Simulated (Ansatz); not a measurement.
Reaction (substitution at a C–N bond): `CN[Si](F)(F)NC` + `[SH][Cd][Cl]` → `C[S][Cd][Cl]` + `CN[Si](N)(F)F`

Calculated with Ansatz (gas phase, PBE0-D4/def2-TZVP geometries, no zero-point term in ΔE). CCSD(T)/CBS is the MP2 limit (def2-TZVPP, def2-QZVPP) plus CCSD(T) − MP2 in def2-TZVPP, frozen cores. DFT in def2-TZVPP. B3LYP here is the variant with VWN-RPA as its local correlation; programs differ in this. Elements past krypton have def2 core potentials. For Cd outer-core shells are correlated without core-valence functions, which leaves a few kJ/mol of doubt a bond. Each species was taken in one conformer, which may not be the lowest.

```csv
level,ΔE (kJ/mol),difference from CCSD(T)/CBS
PBE-D4,-16.5,-0.7
r2SCAN-D4,-17.1,-1.3
PBE0-D4,-14.2,1.6
ωB97X-V,-11.4,4.4
ωB97M-V,-13.0,2.8
B2PLYP,-15.6,0.2
r2SCAN,-17.7,-1.9
PBE0,-15.3,0.5
B3LYP,-15.0,0.8
HF/def2-TZVPP,-8.3,7.5
MP2/def2-TZVPP,-17.3,-1.5
CCSD(T)/def2-TZVPP,-12.3,3.5
HF/def2-QZVPP,-8.3,7.5
SCS-MP2/def2-QZVPP,-16.8,-1.0
HF/CBS(def2),-8.3,7.5
CCSD/CBS(def2),-14.3,1.5
CCSD(T)/CBS,-15.8,0
```

Largest T1 diagnostic among the species: 0.013.

In def2-TZVPP, CCSD(T) changes the Hartree–Fock value by −4.0 kJ/mol (the triples alone add −1.6 kJ/mol) and MP2 by −9.0 kJ/mol.
